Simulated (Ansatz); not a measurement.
CdClHO, SMILES `[OH][Cd][Cl]`. Charge 0, multiplicity 1. Cd takes the def2 core potential. The geometry is a stationary point of PBE0-D4/def2-TZVP. It is one conformer, not always the lowest.

```xyz
4

O    -0.400    1.272   -0.604
Cd    0.123   -0.526   -0.024
Cl    0.715   -2.644    0.507
H    -0.438    1.899    0.122
```

Problem. What is the dipole moment at ωB97M-V/def2-TZVPP? (Best estimate.)

Solution. Computed: 1.76 D, with components (-0.17, 1.40, 1.06) D in this frame, pointing from negative to positive charge.

Problem. And with PBE, r2SCAN, B3LYP? (An estimate is asked.)

Solution. Ansatz gave: PBE 1.73 D, r2SCAN 1.79 D, B3LYP 1.74 D.

Problem. Give the Mulliken charges with ωB97M-V, r2SCAN, B3LYP in def2-TZVPP. (An estimate is asked.)

Solution. The calculation gave: 
```tsv
atom	ωB97M-V	r2SCAN	B3LYP
O1	-0.61	-0.61	-0.60
Cd2	0.84	0.82	0.81
Cl3	-0.41	-0.42	-0.41
H4	0.18	0.20	0.19
```

B3LYP here is the variant with VWN-RPA as its local correlation; programs differ in this.
